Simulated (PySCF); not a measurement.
Si(H)(F)(Cl)(NH2) (ClFH₃NSi), SMILES N[SiH](F)Cl.

Geometry: B3LYP-D3(BJ)/def2-SVP. One conformer was computed; it need not be the lowest.

Method: TDDFT-LC-ωPBE/def2-SVPD in PySCF.

Vertical excitations. The molecule is in vacuum.

List the lowest excited states. (The exact figures need the calculation; the answer reports its results.)


```tsv
state	energy (eV)	λ (nm)	f	main pairs
S1	7.78	159	0.043	HOMO→LUMO 78 %
S2	8.36	148	0.008	HOMO→LUMO+1 55 %, HOMO→LUMO+5 20 %
S3	8.97	138	0.059	HOMO−1→LUMO+1 77 %
S4	9.12	136	0.025	HOMO−2→LUMO+1 32 %, HOMO→LUMO+2 14 %, HOMO→LUMO+8 10 %, HOMO→LUMO+5 7 %
S5	9.18	135	0.028	HOMO→LUMO+2 37 %, HOMO−2→LUMO+1 21 %, HOMO→LUMO+4 7 %, HOMO→LUMO+3 6 %
S6	9.53	130	0.029	HOMO→LUMO+3 26 %, HOMO−2→LUMO+1 18 %, HOMO→LUMO+4 12 %, HOMO→LUMO+6 11 %
S7	9.79	127	0.027	HOMO→LUMO+3 27 %, HOMO→LUMO+4 19 %, HOMO→LUMO+5 15 %, HOMO−2→LUMO 10 %
S8	9.86	126	0.086	HOMO−1→LUMO+2 25 %, HOMO−1→LUMO 21 %, HOMO−1→LUMO+3 11 %, HOMO−1→LUMO+6 10 %
S9	9.96	124	0.106	HOMO−1→LUMO 40 %, HOMO−1→LUMO+3 19 %, HOMO−1→LUMO+6 12 %, HOMO−1→LUMO+2 7 %
S10	10.11	123	0.045	HOMO−2→LUMO 43 %, HOMO→LUMO+4 10 %, HOMO−2→LUMO+9 7 %
T1	7.27	171	0	HOMO→LUMO 72 %
T2	8.01	155	0	HOMO→LUMO+1 45 %, HOMO→LUMO+5 16 %, HOMO→LUMO+3 10 %, HOMO→LUMO+2 9 %
T3	8.31	149	0	HOMO−1→LUMO+1 68 %
T4	8.43	147	0	HOMO→LUMO+2 26 %, HOMO→LUMO+3 16 %, HOMO−2→LUMO+1 14 %, HOMO→LUMO+6 13 %
```
Triplets are in the Tamm–Dancoff approximation, which puts them higher than full response would, so one can lie above its singlet here.
